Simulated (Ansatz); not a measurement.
Two members of one family (Series [In(III)L6]), computed with Ansatz in the gas phase; def2 core potentials for In, no spin–orbit coupling. The two geometries come from different levels. A dash marks a value that wasn't run or was left out as unsound. The structures are stationary points that may keep the symmetry of their start.

First: [In(H2O)6]3+ (singlet, charge 3, PBE-D4/def2-SVP geometry).

```xyz
19

In    0.000    0.000    0.000
O    -0.228   -1.219   -1.838
H    -0.817   -1.070   -2.615
H     0.482   -1.831   -2.145
O     0.162    1.203    1.854
H     0.706    2.025    1.893
H     0.018    0.924    2.789
O     1.831   -1.197    0.355
H     1.818   -2.012    0.911
H     2.775   -0.920    0.297
O    -1.809    1.210   -0.421
H    -2.523    1.052   -1.082
H    -2.187    1.828    0.249
O    -1.072   -1.649    1.019
H    -1.470   -2.399    0.516
H    -1.502   -1.657    1.906
O     1.116    1.653   -0.968
H     0.653    2.390   -1.432
H     2.048    1.669   -1.289
```

```tsv
level	HOMO (eV)	LUMO (eV)	gap (eV)	vertical EA (eV)
PBE-D4/def2-SVP	-21.05	-16.00	5.06	–
PBE-D4/def2-TZVP	-21.21	-16.12	5.08	13.47
r2SCAN-D4/def2-TZVP	-21.65	-15.77	5.88	–
PBE0-D4/def2-TZVP	-23.11	-15.05	8.06	13.21
ωB97X-V/def2-TZVP	-25.72	-12.73	12.99	–
```

Second: [In(NH3)6]3+ (singlet, charge 3, r2SCAN-D4/def2-SVP geometry).

Cartesian coordinates in Å:
```
In 0.0000 -0.0001 -0.0001
N 1.3196 -1.8097 0.6710
H 2.1972 -1.5455 1.1406
H 1.6226 -2.4268 -0.0942
H 0.8645 -2.4475 1.3388
N -1.3382 1.7995 -0.6612
H -2.1607 1.5322 -1.2192
H -0.8615 2.5033 -1.2406
H -1.7339 2.3455 0.1170
N 1.8937 1.3702 -0.0501
H 2.0874 1.8653 0.8307
H 1.8617 2.1206 -0.7537
H 2.7729 0.8762 -0.2562
N -1.9060 -1.3523 0.0322
H -2.7468 -0.8931 0.4103
H -1.8187 -2.2111 0.5919
H -2.2041 -1.6899 -0.8946
N -0.3374 0.5483 2.2466
H 0.3618 0.1493 2.8886
H -1.2374 0.2343 2.6337
H -0.3157 1.5569 2.4532
N 0.3689 -0.5560 -2.2388
H -0.2250 -0.0474 -2.9095
H 0.2093 -1.5473 -2.4676
H 1.3258 -0.3747 -2.5686
```

What does the change do? Estimate second minus first.


```json
{"level": "PBE-D4/def2-SVP", "Δ HOMO (eV)": "1.33", "Δ LUMO (eV)": "2.31", "Δ gap (eV)": "0.98", "Δ vertical EA (eV)": "–"}
{"level": "PBE-D4/def2-TZVP", "Δ HOMO (eV)": "1.46", "Δ LUMO (eV)": "2.33", "Δ gap (eV)": "0.88", "Δ vertical EA (eV)": "-1.99"}
{"level": "r2SCAN-D4/def2-TZVP", "Δ HOMO (eV)": "1.55", "Δ LUMO (eV)": "2.31", "Δ gap (eV)": "0.76", "Δ vertical EA (eV)": "–"}
{"level": "PBE0-D4/def2-TZVP", "Δ HOMO (eV)": "1.87", "Δ LUMO (eV)": "2.25", "Δ gap (eV)": "0.38", "Δ vertical EA (eV)": "-2.01"}
{"level": "ωB97X-V/def2-TZVP", "Δ HOMO (eV)": "2.06", "Δ LUMO (eV)": "2.12", "Δ gap (eV)": "0.06", "Δ vertical EA (eV)": "–"}
```
